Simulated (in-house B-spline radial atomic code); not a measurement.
Pb²⁺. Computed with a B-spline radial atomic code. Model: non-relativistic spherical atom: semilocal Troullier-Martins pseudo-atom, one channel per l, against all electrons, high spin, G0W0 and RPA with empty states to l = 8, local potential for every l without a channel, a model core (radius 0 = none) keeps its share of the functional.

The core holds an angular momentum without a channel of its own, so the local potential lets valence electrons into it.

Without relativity these are model numbers for so heavy an element.

What the tables leave out is listed at the end.

The pseudopotential gives back the lowest level of each angular momentum of its own functional in the configuration it was made in; a second state of the same l is only approximately right. Exact exchange, RPA and GW see the smooth pseudo-orbitals and miss the exchange with the core, for which the functional's share stands in. The column with an uncorrelated core keeps all orbitals and exact exchange, and so separates missing core correlation from pseudisation. Only the three outermost levels and the lowest empty one were computed. RPA here is direct RPA, with no exchange kernel, and its energies carry an (l + 1/2)⁻⁴ tail. A hybrid on a potential with a model core restores only its own semilocal share of the core's exchange.

Command:
```bash
python run_psgw.py task.json out
```
Settings (lengths in bohr, energies in hartree):
```
Z                      82
electrons              80
configuration          [Xe] 4f14 5d10 6s2
generated_in           [Xe] 4f14 5d10 6s2 6p2
functional             pbe,pbe
core_shells            11
radius_factor          1.15
core_correction        True
ion_configuration      [Xe] 4f14 5d10 6s1
```

Time taken, with all properties: 73 s on 1 thread of Intel(R) Xeon(R) Platinum 8488C (Sapphire Rapids) (shared host).

Given: made with PBE; model core radius 0.725 bohr; local radius 1.279 bohr; mean-field start PBE.

Valence shells of the generating configuration: 5p, 5d, 6s, 6p.

Channel: s 2.555, p 1.054, d 1.228 (radii in bohr).

Computed: largest level miss in the spin-unpolarised generating configuration 0.052 eV; valence RPA correlation energy all-electron orbitals -1.063 hartree; valence RPA correlation energy pseudo -1.3029 hartree; all-electron RPA polarisability, core included 16.437 bohr³; pseudo-atom RPA polarisability 16.418 bohr³; ionisation by RPA all-electron 28.522 eV; ionisation by RPA pseudo minus all 1.482 eV.

```csv
level,occupied,mean-field all-electron (eV),mean-field pseudo minus all (eV),G0W0 all-electron (eV),G0W0 uncorrelated core minus all (eV),G0W0 pseudo minus all (eV),exchange self-energy all-electron (eV),exchange self-energy pseudo (eV)
6s,1,-23.987,-0.047,-28.481,0.043,-1.469,-14.956,-15.373
6p (empty),0,-16.995,-0.129,-13.996,0.047,0.069,-5.2027,-3.7662
```

Q: What is the ionisation by mean-field pseudo minus all?

A: 0.061 eV.

Q: What is the ionisation by mean-field all-electron?

A: 28.215 eV.

Given: mean-field start PBE0.

Computed: valence RPA correlation energy all-electron orbitals -1.012 hartree; valence RPA correlation energy pseudo -1.2398 hartree; all-electron RPA polarisability, core included 15.05 bohr³; pseudo-atom RPA polarisability 13.907 bohr³; ionisation by mean-field all-electron 27.873 eV; ionisation by mean-field pseudo minus all 0.683 eV.

```csv
level,occupied,mean-field all-electron (eV),mean-field pseudo minus all (eV),G0W0 all-electron (eV),G0W0 uncorrelated core minus all (eV),G0W0 pseudo minus all (eV),exchange self-energy all-electron (eV),exchange self-energy pseudo (eV)
6s,1,-24.8,-0.604,-28.381,0.046,-1.63,-14.79,-16.007
6p (empty),0,-16.075,0.144,-13.942,0.045,0.26,-4.9566,-3.5426
```

Q: What is the ionisation by RPA pseudo minus all?

A: 1.623 eV.

Q: What is the ionisation by RPA all-electron?

A: 28.348 eV.

Among the listed levels the largest G0W0 shift of the pseudo-atom is -1.63 eV, for 6s on the PBE0 start, while leaving the core uncorrelated moves that level by +0.05 eV. So pseudisation and the lost core exchange, not the missing core correlation, make the error. Not in the tables (levels of low weight, unsolved or above zero; the highest and the empty levels are kept at any weight): on PBE the G0W0 levels 5d (pseudo minus all +2.22 eV, weights 0.19 and 0.86), 5p (pseudo minus all +2.85 eV, weights 0.10 and 0.02); on PBE0 the G0W0 levels 5d (pseudo minus all +1.16 eV, weights 0.38 and 0.53), 5p (pseudo minus all -12.03 eV, weights 0.02 and 0.18); no Hartree-Fock pseudo-atom is run with a model core.
